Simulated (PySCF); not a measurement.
Work out the structure from these simulated measurements.

Elements present: C, H and N. Monoisotopic mass: 139.1109 u.

| Item | Value |
| --- | --- |
| Rotational structure | rotational constants A, B, C: 2.322, 0.875, 0.802 GHz [GFN2-xTB] |
| Dipole | 4.48 D [PBE0/pcSseg-1] |
| 13C NMR | chemical shifts (computed TMS as zero) by class: 149.8 (1 C), 121.5 (1 C), 59.1 (1 C), 35.9 (1 C), 25.6 (1 C), 13.7 (1 C), 13.1 (1 C) ppm [GIAO PBE0/pcSseg-1] |
| NMR, other nuclei | isotropic shieldings of nuclei other than C and H, by class: -137 (1 N), -117 (1 N), -12 (1 N) ppm [GIAO PBE0/pcSseg-1] |
| 1H NMR | chemical shifts (computed TMS as zero) by class: 7.15 (1 H), 4.55 (1 H), 2.54 (3 H), 1.73 (1 H), 1.58 (1 H), 1.48 (3 H), 0.72 (3 H) ppm [GIAO PBE0/pcSseg-1] |

The electronic properties come from PySCF, for the isolated species, density fitting. Levels stand in brackets. One conformer (not necessarily the lowest) at the GFN2-xTB geometry, without solvent, vibrations or thermal averaging. GFN2-xTB frequencies show an imaginary mode (37i cm⁻¹), so this geometry is no minimum at that level. NMR values are class means; diastereotopic atoms form classes of their own.

Task: Which formula fits the mass and the elements?

Result: C7H13N3 (calculated 139.1109). No other formula that holds each of these elements comes within 0.0003 u with a fitting electron parity and a possible valence count.

Task: What is the compound? Reason from the data.

Result: Numbering: `[CH3:1][CH2:2][C@H:3]([CH3:4])[n:5]1[cH:6][c:7]([CH3:8])[n:9][n:10]1`. Its formula, C7H13N3, gives 3 degrees of unsaturation: 1 ring and 2 π bonds in the structure found (Kekulé form). 7 carbons fall into 7 classes; from least to most shielded: substituted aromatic carbon [C7] (149.8 ppm), aromatic CH next to a ring nitrogen [C6] (121.5 ppm), chain sp3 carbon bound to nitrogen [C3] (59.1 ppm), chain CH2 carbon [C2] (35.9 ppm), methyl carbon [C4] (25.6 ppm), benzylic-type carbon [C8] (13.7 ppm), methyl carbon [C1] (13.1 ppm). Hydrogen classes from least to most shielded: 1 H on an aromatic CH next to a ring nitrogen, C6 (7.15 ppm), 1 H on an sp3 carbon bound to nitrogen, C3 (4.55 ppm), 3 H on a benzylic-type carbon, C8 (2.54 ppm, a mean of values up to 0.6 ppm apart in this geometry), 1 H on a chain CH2 carbon, C2 (1.73 ppm), 1 H on a chain CH2 carbon, C2 (1.58 ppm), 3 H on a methyl carbon, C4 (1.48 ppm), 3 H on a methyl carbon, C1 (0.72 ppm, a mean of values up to 0.6 ppm apart in this geometry). The other shieldings belong to: -137 ppm, pyridine-type nitrogen [N10]; -117 ppm, pyridine-type nitrogen [N9]; -12 ppm, pyrrole-type nitrogen [N5]. The optimised geometry has point group C1 and is an asymmetric top. Structure: `CC[C@H](C)n1cc(C)nn1`. Computed isomers that give other values at the same levels: `Cc1cnnn1CC(C)C` (13C chemical shifts (computed TMS as zero) by class: 137.5 (1 C), 137.1 (1 C), 56.2 (1 C), 34.9 (1 C), 22.0 (2 C), 10.7 (1 C) ppm); `Cc1[nH]nnc1C(C)(C)C` (13C chemical shifts (computed TMS as zero) by class: 154.0 (1 C), 133.7 (1 C), 33.1 (1 C), 31.2 (3 C), 12.2 (1 C) ppm); `Cc1c(C(C)C)nnn1C` (13C chemical shifts (computed TMS as zero) by class: 155.3 (1 C), 132.8 (1 C), 34.7 (1 C), 29.7 (1 C), 26.0 (2 C), 9.7 (1 C) ppm). The assignments are read from this structure; whether some other isomer fits the data as well wasn't checked. The mirror image fits equally.

Conformer computed: `[CH3:1][CH2:2][C@H:3]([CH3:4])[n:5]1[cH:6][c:7]([CH3:8])[n:9][n:10]1`: C1–C2–C3–C4 -178°, C2–C3–N5–C6 61°.
